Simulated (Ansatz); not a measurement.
input.yaml

```yaml
crystal:
  periodic: [false, false, false]
  atoms:
    - { symbol: C, position_ang: [-0.21829, 1.460515, 1.472096] }
    - { symbol: C, position_ang: [-0.076987, 0.279315, 0.855838] }
    - { symbol: C, position_ang: [0.823963, -0.821311, 1.446112] }
    - { symbol: Si, position_ang: [-0.991551, -0.066602, -0.750901] }
    - { symbol: C, position_ang: [0.213861, -0.32538, -2.172185] }
    - { symbol: F, position_ang: [-1.972384, 1.213705, -1.067247] }
    - { symbol: H, position_ang: [-0.862564, 2.25084, 1.062419] }
    - { symbol: H, position_ang: [0.291526, 1.7057, 2.413731] }
    - { symbol: H, position_ang: [1.629877, -1.092499, 0.741819] }
    - { symbol: H, position_ang: [1.287962, -0.493799, 2.389341] }
    - { symbol: H, position_ang: [0.244285, -1.739424, 1.646873] }
    - { symbol: H, position_ang: [-1.797495, -1.265902, -0.596053] }
    - { symbol: H, position_ang: [0.846319, 0.556355, -2.334953] }
    - { symbol: H, position_ang: [0.875326, -1.176888, -1.967337] }
    - { symbol: H, position_ang: [-0.315748, -0.535326, -3.110252] }
basis:
  gaussian: { orbitals: STO-3G }
hamiltonian:
  xc: b3lyp
md:
  timestep: 0.5
  n_steps: 166
  ensemble: nvt_langevin
  temperature: 400.0
  initial_velocities: maxwell_boltzmann
  seed: 46205
  friction: 0.001
scf:
  lower_state_search: "off"
```

Run as:

```bash
$ ansatz run input.yaml --threads 1 --pin off --max-ram 2048MiB --backend cpu --events-out ev --progress --plain --runs-dir out
```

Hardware: 1 thread of Arm Neoverse V1, with other jobs on the host.

**Question.** Roughly how long does this run take, and how much memory?

**Answer.** 7.1 min, with a peak of 0.1 GiB, for 167 ionic steps.
